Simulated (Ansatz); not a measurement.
**Swapping CH3 for OH on Y: the HOMO–LUMO gap**

Gas-phase molecules. On one Y centre, n of the CH3 ligands are replaced by OH. The HOMO–LUMO gap y in eV at wB97M-V/def2-TZVPP. Shapes: PBE0-D4/def2-TZVP. Flexible molecules stand in one conformer, not always the lowest. Programs: Ansatz 0.2.0.

```
   molecule  n  y (eV)
    Y(CH3)3  0    7.87
Y(CH3)2(OH)  1       ?
Y(CH3)(OH)2  2    8.21
     Y(OH)3  3   10.27
```

**Question.** Fit y = c + s·n to the known rows and predict Y(CH3)2(OH).

**Answer.** 
1. Means of the 3 rows: n = 1.66667, y = 8.783.
2. Σ(Δn)² = 4.6667, Σ(Δn·Δy) = 3.3133, so the slope is 3.3133/4.6667 = 0.70999.
3. Intercept: 8.783 − (0.70999) × 1.66667 = 7.600. The largest residual of the fit is 0.81.
4. Y(CH3)2(OH): 7.600 + (0.70999) × 1 = 8.31 eV.

The run gave 7.81 eV, so the prediction is off by +0.50 eV, within the largest residual. The step per swap drifts from -0.06 to +2.06 eV. Other levels give for Y(CH3)2(OH): SPW92/def2-TZVPP 2.61; PBE0-D4/def2-TZVPP 4.53; wB97X-V/def2-TZVPP 8.44 eV. Orbital gaps aren't excitation energies, and the LUMO depends on the basis. For atoms past krypton def2 sets carry core potentials with scalar relativity. The series isn't monotonic at this level.
